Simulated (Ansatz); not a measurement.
One change: `C[SiH2]C(O)F` becomes `OC(F)[SiH3]`.

Ansatz, PBE0-D4/def2-TZVP geometries, multiplicity 1. Each molecule was computed in one conformer, which needn't be the lowest.

```tsv
property	`C[SiH2]C(O)F`
HOMO energy (PBE/def2-TZVPP) / eV	-6.74
HOMO energy (ωB97M-V/def2-TZVPP) / eV	-10.57
size of the dipole moment (B3LYP/def2-TZVPP) / D	1.09
HOMO–LUMO gap (PBE/def2-TZVPP) / eV	6.49
HOMO–LUMO gap (B3LYP/def2-TZVPP) / eV	8.34
HOMO–LUMO gap (PBE0/def2-TZVPP) / eV	8.86
```

Task: Give the same properties after the change, and the shifts. (Best estimate.)

Result: Computed: 
| property | `OC(F)[SiH3]` | shift |
| --- | --- | --- |
| HOMO energy (PBE/def2-TZVPP) / eV | -6.97 | -0.23 |
| HOMO energy (ωB97M-V/def2-TZVPP) / eV | -10.82 | -0.25 |
| size of the dipole moment (B3LYP/def2-TZVPP) / D | 1.75 | 0.66 |
| HOMO–LUMO gap (PBE/def2-TZVPP) / eV | 6.59 | 0.10 |
| HOMO–LUMO gap (B3LYP/def2-TZVPP) / eV | 8.47 | 0.13 |
| HOMO–LUMO gap (PBE0/def2-TZVPP) / eV | 8.98 | 0.12 |

With PBE0 the HOMO falls by 0.25 eV and the LUMO falls by 0.13 eV, so the gap widens by about 0.12 eV. PBE moves the HOMO by -0.23 eV and ωB97M-V by -0.25 eV. Dipoles are sizes alone; their direction can turn.

B3LYP here is the variant with VWN-RPA as its local correlation; programs differ in this.
